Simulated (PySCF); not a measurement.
Stepwise substitution at one centre (Ga OH-H). All species are isolated molecules in the gas phase. One relaxed conformer stands for each flexible species; it need not be the lowest. Strings in code marks are SMILES.

All values below come from PySCF with TPSSh-D3(BJ)/def2-TZVP // CAM-B3LYP-D3(BJ)/def2-TZVP. All candidates: neutral, multiplicity 1. 

```
Item              Value
-------------  --------
HOMO–LUMO gap   5.93 eV
HOMO           -8.04 eV
LUMO           -2.12 eV
```

### Question
Say which member has these values.
A. `[OH][Ga]([OH])[OH]`
B. `[OH][GaH2]`
C. `[OH][GaH][OH]` (H–O–Ga–O torsion 0°, O–Ga–O–H torsion 0°)
D. `[GaH3]`

### Answer
D, `[GaH3]`. The others give `[OH][GaH2]`: 6.39 eV, -7.85 eV, -1.46 eV; `[OH][GaH][OH]` (H–O–Ga–O torsion 0°, O–Ga–O–H torsion 0°): 7.06 eV, -7.80 eV, -0.75 eV; `[OH][Ga]([OH])[OH]`: 6.63 eV, -7.93 eV, -1.30 eV
